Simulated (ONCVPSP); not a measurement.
# Ranking ONCV potentials for fluorine

All share these settings but for the change named:

ONCVPSP 4.0.1 input, shortened (lines: element, Z, core and valence counts, functional; n l f; lmax; l rc ep ncon nbas qcut; lloc lpopt rc5 dvloc0; l nproj debl; icmod fcfact rcfact), PBE, scalar-relativistic:

```
  F 9.00    1    2        4      upf
    1    0    2.00
    2    0    1.00
    2    1    6.00
    2
    0    0.65    0.00    4    9    8.90
    1    1.85    0.00    4    8    5.90
    2    1.60    0.13    4    7    5.30
    0    5    0.65    0.00
    0    0    2.30
    1    1    2.30
    2    1    2.20
    2    0.50    0.85
```

Cutoff: the first of the cutoffs (Ha) at which the residual kinetic energy of the hardest occupied pseudo-wave falls to 1 and 0.1 mHa per electron; the density cutoff is not measured.

The base gives 116 Ha.

Of 6 variants that were run, those that failed, showed a ghost or another fault, or gave nearly equal values are left out.

**Question.** Rank these variants from softest to hardest (loose cutoff).
A. all radii but the core radius scaled by about 0.89 (s 0.58, p 1.64, d 1.42 bohr)
B. all radii but the core radius scaled by about 1.29 (s 0.84, p 2.38, d 2.06 bohr)
C. all radii but the core radius scaled by about 1.05 (s 0.68, p 1.96, d 1.68 bohr)
D. all radii but the core radius scaled by about 1.23 (s 0.80, p 2.28, d 1.98 bohr)

**Answer.** B (42 Ha), D (61 Ha), A (96 Ha), C (143 Ha).
